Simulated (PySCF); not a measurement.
Two species compared at the same levels of theory.

First species: C4H4BF5O2.
InChI=1S/C4H4BF5O2/c6-2(7)3(4(8,9)10)1-11-5-12-3/h2,5H,1H2/t3-/m0/s1

Second species: C₄H₆S.
Cartesian coordinates in Å at the PBE0-D3(BJ)/def2-SVP level; atoms count from 1:
```xyz
11
C4H6S angstrom
C     -0.6237    0.8287   -0.2854
C      0.6593    0.8466    0.0767
C      1.2814   -0.4682    0.4248
S     -0.0381   -1.7194    0.2195
C     -1.3019   -0.5042   -0.3032
H     -1.1792    1.7298   -0.5615
H      1.2535    1.7639    0.1249
H      1.6573   -0.4811    1.4621
H      2.1341   -0.7042   -0.2348
H     -2.1634   -0.5336    0.3858
H     -1.6793   -0.7574   -1.3088
```

Levels: CAM-B3LYP/def2-SVPD for dipole moment, HOMO energy, LUMO energy, HOMO–LUMO gap, static isotropic polarisability and electronic spatial extent ⟨r²⟩ about the centre of nuclear charge; TDDFT CAM-B3LYP/def2-SVPD for lowest singlet excitation; TDA CAM-B3LYP/def2-SVPD for lowest triplet excitation (Tamm–Dancoff); PBE0-D3(BJ)/def2-SVP for rotational constant A and rotational constant C. Geometries: PBE0-D3(BJ)/def2-SVP. All species are isolated and taken at one optimised geometry, non-relativistic unless stated; the electronic structure was computed with PySCF and density fitting.

The conformers computed, where there is a choice (atom-mapped SMILES and torsion angles):
- `[F:1][CH:2]([F:3])[C@:4]1([C:5]([F:6])([F:7])[F:8])[CH2:9][O:10][BH:11][O:12]1`: F1–C2–C4–C5 -179°, C2–C4–C5–F6 52°

Values for the first species:

* Dipole moment: 0.34 D
* HOMO energy: -10.61 eV
* LUMO energy: 0.97 eV
* HOMO–LUMO gap: 11.58 eV
* Lowest singlet excitation: 8.34 eV
* Lowest triplet excitation (Tamm–Dancoff): 7.32 eV
* Static isotropic polarisability: 66.8 au
* Electronic spatial extent ⟨r²⟩ about the centre of nuclear charge: 1579 bohr²
* Rotational constant A: 1.187 GHz
* Rotational constant C: 0.736 GHz

(1) Estimate the same properties for the second species, and the change in each.

Results:

(1) 
```tsv
property	first	second	second less first
dipole moment	0.34 D	1.83 D	+1.49 D
HOMO energy	-10.61 eV	-7.56 eV	+3.05 eV
LUMO energy	0.97 eV	1.32 eV	+0.35 eV
HOMO–LUMO gap	11.58 eV	8.88 eV	-2.70 eV
lowest singlet excitation	8.34 eV	5.19 eV	-3.15 eV
lowest triplet excitation (Tamm–Dancoff)	7.32 eV	4.30 eV	-3.02 eV
static isotropic polarisability	66.8 au	64.6 au	-2.2 au
electronic spatial extent ⟨r²⟩ about the centre of nuclear charge	1579 bohr²	461 bohr²	-1118 bohr²
rotational constant A	1.187 GHz	6.637 GHz	+5.450 GHz
rotational constant C	0.736 GHz	2.883 GHz	+2.147 GHz
```

On the first: The vertical singlet–triplet gap S1 − T1 is 1.02 eV (TDDFT singlet less Tamm–Dancoff triplet; S1: HOMO→LUMO+1, weight 0.84; T1: HOMO→LUMO+1, weight 0.80). S1 lies 3.24 eV below the HOMO–LUMO gap; its leading configuration is HOMO→LUMO+1, weight 0.84.

On the second: The 10 singlets span 5.19 to 7.56 eV, and their oscillator strengths add up to 0.20. S1 lies 3.69 eV below the HOMO–LUMO gap.
